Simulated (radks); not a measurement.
Spherical jellium clusters: N electrons in a uniform positive sphere of charge N and radius rs N^(1/3), rs = 3.74 bohr. Method: non-relativistic Kohn-Sham, LDA (Slater exchange, Perdew-Wang correlation), spin-polarised, spherical densities; computed with a radial shooting solver with Libxc functionals. Levels are named by radial order and angular momentum (1s, 1p, 1d, 2s, ...), and open shells are averaged over m.

N = 6, configuration 1s2 1p(up 3, down 1). This is the lowest configuration that the search found. Occupied and some empty levels:

level    occupation  eigenvalue (eV)  <r> (bohr)
1s up             1          -4.9033       4.648
1s down           1          -4.4484       4.667
1p up             3          -3.2756       5.802
1p down           1          -2.8385       5.943
1d up             0          -1.4504       7.102
2s up             0          -1.1635       7.766
1d down           0          -1.1085       7.441
2s down           0         -0.96512       8.202

Energy (eV): total -9.77864, kinetic 11.621, external -166.79, Hartree 80.858, exchange-correlation -21.953, background 86.487.
